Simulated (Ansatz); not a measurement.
Consider the redistribution: `O[SiH2][SiH](O)F` + `C[SiH](Cl)[GeH3]` → `C[SiH2][SiH](O)F` + `O[SiH](Cl)[GeH3]`.

Computed with Ansatz on PBE0-D4/def2-TZVP structures; ΔE is electronic, products minus reactants. CBS: MP2 limit from def2 TZ/QZ plus the TZ coupled-cluster correction, frozen cores. For Ge outer-core shells are correlated without core-valence functions, which leaves a few kJ/mol of doubt a bond. Scalar relativity is left out up to krypton. One conformer a species, not always the lowest.

```csv
species,MP2/def2-QZVPP energy (Eh)
`O[SiH2][SiH](O)F`,-831.33187
`C[SiH](Cl)[GeH3]`,-2866.97270
`C[SiH2][SiH](O)F`,-795.37597
`O[SiH](Cl)[GeH3]`,-2902.93201
```

Problem. Work out ΔE.

Solution. ΔE = (-795.37597) + (-2902.93201) − (-831.33187) − (-2866.97270) = -0.00341 Eh = -9.0 kJ/mol. CCSD(T)/CBS gives -9.6 kJ/mol.

Largest T1 diagnostic among the species: 0.012.
